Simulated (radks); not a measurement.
Initial-state core-level shifts of the rhenium ion Re+ when its valence configuration changes from [Xe] 4f14 5d5 6s1. All-electron calculation, scalar-relativistic Kohn-Sham, PBE, spin-polarised, spherical densities, finite nucleus; open shells are filled with parallel spins first (spin-orbit coupling, left out, can overturn this in heavy ions); Fermi nuclear charge, rms radius 5.3698 fm. Program: a radial shooting solver on a logarithmic mesh with Libxc functionals. Shifts are changes of the shell-averaged eigenvalues in eV (positive: less bound); the change of the density at the nucleus, which sets a Mossbauer isomer shift, is in e/bohr^3, on a base of 1.649e+06.

| valence | 1s | 3p | 3d | 5p | density at nucleus |
|---|---|---|---|---|---|
| 4f14 5d5 6p1 | -1.545 | -1.528 | -1.526 | -1.526 | -112.6 |
| 4f13 5d6 6s1 | -10.493 | -12.905 | -12.768 | -3.325 | +92.9 |
| 4f14 5d6 | +2.319 | +2.410 | +2.421 | +2.130 | -119.8 |
| 4f12 5d7 6s1 | -21.414 | -26.444 | -26.163 | -6.498 | +191.1 |
| 4f13 5d6 6p1 | -12.054 | -14.448 | -14.308 | -4.873 | -23.2 |
| 4f13 5d5.5 6s1.5 | -11.988 | -14.441 | -14.310 | -4.684 | +153.6 |
| 4f12 5d5.5 6s1.5 6p1 | -27.800 | -32.963 | -32.705 | -12.273 | +288.7 |
| 4f13 5d5 6s2 | -13.528 | -16.024 | -15.899 | -6.067 | +217.3 |
| 4f14 5d5.5 6s0.5 | +1.189 | +1.236 | +1.241 | +1.084 | -62.4 |
